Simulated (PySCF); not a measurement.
## Heteronuclear NMR

Geometry:
```csv
atom,x (Å),y (Å),z (Å)
C1,-1.598,-0.426,0.241
Si2,0.059,0.395,0.052
C3,1.414,-0.875,-0.047
O4,0.096,1.399,-1.262
O5,0.308,1.390,1.336
H6,-1.661,-0.946,1.200
H7,-1.775,-1.164,-0.547
H8,-2.401,0.313,0.205
H9,1.245,-1.578,-0.868
H10,2.384,-0.396,-0.201
H11,1.467,-1.453,0.880
H12,-0.073,1.027,-2.128
H13,0.540,2.296,1.129
```

All values are calculated (PySCF 2.14): σ from GIAO-B97-2/pcSseg-2, PBE0-D3(BJ)/def2-TZVP geometry. One computed conformer, isolated molecule, averaged over atoms made equivalent by symmetry, fast rotation or ring inversion, non-relativistic Hamiltonian.

(1) Predict the 29Si NMR data.

(2) Predict the 17O NMR data.

## Answers

(1) 
```csv
atoms,environment,σ (ppm),δ (ppm)
Si2,"silicon bonded to 2 C, 2 O",344.5,-5.0
```

Shieldings were converted by a linear fit to measured shifts: 29Si: δ = 302.65 − 0.893σ (rms 6.0 ppm, 44 shifts, 28.9 ppm with the 5 outliers that the fit left out vs TMS, solution or neat liquid). Occasional misses reach two or three times the rms, and more in compound classes unlike the fitted ones.

On a 300 MHz spectrometer 29Si resonates near 59.6 MHz, so 1 ppm is 59.6 Hz.

(2) 
| atoms | environment | σ (ppm) | δ (ppm) |
| --- | --- | --- | --- |
| O4/O5 | oxygen bonded to Si, H | 281.5 | 7.5 |

Shieldings were converted by a linear fit to measured shifts: 17O: δ = 274.03 − 0.947σ (rms 12.2 ppm, 99 shifts vs liquid water, solution or neat liquid). Occasional misses reach two or three times the rms, and more in compound classes unlike the fitted ones.

On a 300 MHz spectrometer 17O resonates near 40.7 MHz, so 1 ppm is 40.7 Hz.
